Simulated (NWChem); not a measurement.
System: silylphosphine (SiPH$_{5}$); SMILES [SiH3]P

NWChem input:

```
start job
memory heap 200 mb stack 900 mb global 1100 mb
geometry units angstroms noautosym nocenter noautoz
  Si    -0.000060     1.085727    -0.022074
  P      0.000061    -1.192147    -0.090963
  H     -1.210923     1.569291    -0.736735
  H      1.206478     1.569612    -0.743800
  H      0.003878     1.656547     1.352534
  H     -1.036736    -1.349928     0.874749
  H      1.042795    -1.349604     0.868390
end
basis spherical
  Si library pcsseg-2
  P library pcsseg-2
  H library pcsseg-2
end
dft
  xc pbe0
  iterations 150
end
property
  shielding 5 1 2 3 5 6
end
task dft property
```

Parts of the log:

```
             Northwest Computational Chemistry Package (NWChem) 7.3.0
             --------------------------------------------------------

                             Geometry "geometry" -> ""
                             -------------------------

 Output coordinates in angstroms (scale by  1.889725989 to convert to a.u.)

  No.       Tag          Charge          X              Y              Z
 ---- ---------------- ---------- -------------- -------------- --------------
    1 Si                  14.0000    -0.00006000     1.08572700    -0.02207400
    2 P                   15.0000     0.00006100    -1.19214700    -0.09096300
    3 H                    1.0000    -1.21092300     1.56929100    -0.73673500
    4 H                    1.0000     1.20647800     1.56961200    -0.74380000
    5 H                    1.0000     0.00387800     1.65654700     1.35253400
    6 H                    1.0000    -1.03673600    -1.34992800     0.87474900
    7 H                    1.0000     1.04279500    -1.34960400     0.86839000

 Effective nuclear repulsion energy (a.u.)      89.5967322619

                              NWChem Property Module
                              ----------------------

  itol2e modified to match energy
  convergence criterion.

                                 NWChem DFT Module
                                 -----------------

 Summary of "ao basis" -> "ao basis" (spherical)
 ------------------------------------------------------------------------------
       Tag                 Description            Shells   Functions and Types
 ---------------- ------------------------------  ------  ---------------------
 Si                         pcsseg-2                15       43   5s7p2d1f
 P                          pcsseg-2                15       43   5s7p2d1f
 H                          pcsseg-2                 6       14   3s2p1d

  itol2e modified to match energy
  convergence criterion.

[...]

          -----------------------------------------
          Chemical Shielding Tensors (GIAO, in ppm)
          -----------------------------------------

                                NWChem CPHF Module
                                ------------------

  scftype          =     RHF
  nclosed          =       17
  nopen            =        0
  variables        =     2363
  # of vectors     =        3
  tolerance        = 0.10D-03
  level shift      = 0.00D+00
  max iterations   =       50
  max subspace     =       30

 SCF residual:    2.1377033669096749E-004

Iterative solution of linear equations
  No. of variables     2363
  No. of equations        3
  Maximum subspace       30
        Iterations       50
       Convergence  1.0D-04

   iter   nsub   residual    time
   ----  ------  --------  ---------
     1      3    3.21D-01      86.7
     2      6    1.73D-02      95.9
     3      9    9.46D-04     105.1
     4     12    5.05D-05     114.3

      Atom:    1  Si
        Diamagnetic
    878.1830     -0.0013     -0.0007
     -0.0013    885.0763     -0.1042
     -0.0007     -0.1042    877.9395

        Paramagnetic
   -483.3670     -0.0147      0.0698
     -0.0147   -433.0089     -2.9570
      0.0698     -2.9570   -461.1396

        Total Shielding Tensor
    394.8160     -0.0160      0.0691
     -0.0160    452.0674     -3.0612
      0.0691     -3.0612    416.7999

           isotropic =     421.2277
          anisotropy =      46.6551

          Principal Components and Axis System
                 1           2           3
              452.3311    416.5363    394.8157

      1        -0.0004      0.0031      1.0000
      2         0.9963      0.0858      0.0001
      3        -0.0858      0.9963     -0.0031

      Atom:    2  P
        Diamagnetic
    966.5494     -0.0029     -0.0064
     -0.0029    970.9523     -0.7259
     -0.0064     -0.7259    964.4106

        Paramagnetic
   -290.5266     -0.0084     -0.3891
     -0.0084   -403.7869     -8.5792
     -0.3891     -8.5792   -418.7445

        Total Shielding Tensor
    676.0228     -0.0112     -0.3955
     -0.0112    567.1654     -9.3051
     -0.3955     -9.3051    545.6661

           isotropic =     596.2848
          anisotropy =     119.6088

          Principal Components and Axis System
                 1           2           3
              676.0240    570.6332    542.1971

      1         1.0000     -0.0012      0.0028
      2         0.0002      0.9370      0.3492
      3        -0.0030     -0.3492      0.9370

      Atom:    3  H
        Diamagnetic
     32.2371     -4.2933      4.9603
     -4.2933     27.7175     -2.5728
      4.9603     -2.5728     26.5941

        Paramagnetic
     -3.8727      1.3500     -2.3760
      1.3500     -0.1430      0.8905
     -2.3760      0.8905     -0.5252

        Total Shielding Tensor
     28.3644     -2.9433      2.5843
     -2.9433     27.5745     -1.6824
      2.5843     -1.6824     26.0690

           isotropic =      27.3359
          anisotropy =       7.6169

          Principal Components and Axis System
                 1           2           3
               32.4139     25.2362     24.3578

      1         0.6943      0.3742     -0.6147
      2        -0.5734      0.8038     -0.1583
      3         0.4348      0.4625      0.7727

      Atom:    4  H
        Diamagnetic
     23.2172      0.0158      0.0311
      0.0158     28.1836      5.6467
      0.0311      5.6467     34.1350

        Paramagnetic
      0.3222     -0.0059     -0.0142
     -0.0059     -0.0945     -2.0251
     -0.0142     -2.0251     -4.6655

[...]
```

Level: PBE0/pcSseg-2, GIAO. Coordinates come from a B3LYP/6-31G* (spherical d) optimisation. The output numbers the shielded atoms by their place in the input's list. The printed shielding anisotropy is the first printed principal value minus the mean of the other two.
